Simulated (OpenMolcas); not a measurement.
**Os6+: effect of the IPEA shift**

```json
{"Program": "OpenMolcas 26.06", "Basis": "ANO-RCC-VTZP [8s7p5d3f2g1h]", "Scalar Hamiltonian": "DKH2, point nucleus", "Active space": "2 electrons in 5 orbitals (5d)", "State averaging": "2S+1 = 3 even, 10 roots; 2S+1 = 1 even, 15 roots kept (CI in the orbitals of an earlier block)", "Spin-orbit coupling": "RASSI with atomic mean-field integrals over the reference wave functions, term energies averaged over their components"}
```

Methods on the same reference wave functions:
A. CASSCF
B. SS-CASPT2, IPEA 0 Eh, imaginary shift 0.1 Eh (closed shells correlated: 5s 5p)
C. SS-CASPT2, IPEA 0.25 Eh, imaginary shift 0.1 Eh (closed shells correlated: 5s 5p)

Energies in cm⁻¹ above 5d² ³F₂, the measured ground level; measured values from van het Hof, Joshi, Wyart and Sugar, J. Res. Natl. Inst. Stand. Technol. 100, 687 (1995).

```csv
Level,A,B,C,Measured
5d² ³F₂,0.0,0.0,0.0,0.0
5d² ³F₃,10306,10640,10630,10308
5d² ³P₀,17989,16180,16380,15837
5d² ³F₄,18523,18560,18540,
5d² ³P₁,24217,22770,23000,22098
5d² ¹G₄,33668,32290,32200,31274
5d² ³P₂ [56 %],35665,33850,33980,33127
5d² ¹S₀,63952,58700,58680,57710
```

Deviations, from unrounded energies. A percentage is the sum of absolute deviations over the sum of measured energies, with the sign that they share, or ± where signs differ.

```json
{"Against measurement": "mean absolute deviation (cm-1)", "Levels": "6", "A": "2600", "B": "680", "C": "750"}
{"Against measurement": "fine structure of the ground term (%)", "Levels": "1", "A": "-0.0", "B": "+3.2", "C": "+3.2"}
{"Against measurement": "other terms of the ground configuration (%)", "Levels": "5", "A": "+9.7", "B": "+2.3", "C": "+2.6"}
```

B lies closest to measurement on these levels and A furthest from it. The largest miss of B in the table is 5d² ¹G₄, by +1000 cm-1. The ranking rests on the paired levels alone, and a cruder setting can come out closer through cancelling errors.

Between B and C the level of the table that moves most is 5d² ³P₁, by 230 cm-1 (lowest in B, highest in C). Moves below CASPT2's spread within the term are not significant.

The mean deviations of B to C differ by less than CASPT2's widest spread within a term (740 cm-1), so their order carries little weight.

From A to B the spin-free energies of the other terms of 5d² shown, above ³F, scale by factors of 0.87 to 0.89, as is usual when dynamic correlation screens the repulsion within a d or f shell.

The lowest spin-free term lies below A's lowest term by 0.222 hartree in B, 0.219 hartree in C.

Term energies are means over components that CASPT2 splits; among the terms shown or strongly mixed into the levels shown the widest spread is 740 cm-1 (5d² ¹G, B). Terms from blocks run as CI alone lack orbitals of their own. Without dynamic correlation excited terms often stand tens of per cent too high (terms of higher spin than the ground term too low), and those without a measured partner can miss by more than the paired ones (holds for A). Computed and measured levels are paired by configuration, term and J; levels that our copy of the source lacks, or whose pairing is in doubt (as where it misses far off the trend of its configuration), stay unpaired and out of the deviations. Levels of configurations outside the active space are missing. The table leaves out levels that lie high or whose names do not pair safely across all columns.

A share in square brackets marks a mixed level and gives the weight of the term that names it, the lowest over the columns.
